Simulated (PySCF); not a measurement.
Bonds (- single, = double, # triple, : aromatic): Ge1-C2 1.925 Å, C2-N3 1.159 Å. Ge1 carries H4, H5, H6.

Geometry: PBE0-D3(BJ)/def2-SVP; GIAO shifts from PySCF 2.14, gas phase, non-relativistic, averaged over equivalent atoms.

At B3LYP/pcSseg-1 (pcSseg-2 on Ge) (112 basis functions, 4.4 s wall time on 1 thread of an Arm Neoverse V1, shared host):
| atoms | δ (ppm) |
| --- | --- |
| C2 | 119.0 |
| N3 | 374.8 |
| H4/H5/H6 | 4.29 |

Shifts are taken against calculated references (same method and geometry level): ¹³C (σ = 179.24 ppm), ¹H (σ = 31.38 ppm) vs TMS; ¹⁵N (σ = 263.54 ppm) against NH3.

Question: Estimate the result of repeating the calculation with PBE0/pcSseg-1 (pcSseg-2 on Ge).

Answer: 
```csv
atoms,δ at PBE0/pcSseg-1 (pcSseg-2 on Ge),change
C2,121.2,+2.2
N3,374.2,-0.6
H4/H5/H6,4.33,+0.04
```

Scale: ¹³C (184.41 ppm) and ¹H (31.27 ppm) vs TMS; NH3 for ¹⁵N (265.67 ppm) (reference shieldings calculated alike).

The largest change is at C2 (nitrile carbon). Cost: 112 basis functions, 6.7 s wall time on 1 thread of an Arm Neoverse V1, shared host.

Relativistic effects, spin–orbit coupling among them, are left out; they matter for Ge and for the light atoms bonded to it. Experimental scales use liquid or dissolved standards, which lie at an offset from isolated NH3 (liquid NH3: subtract about 20 ppm). Unscaled 15N shifts of sp2 nitrogen come out 20 to 40 ppm too high even then.
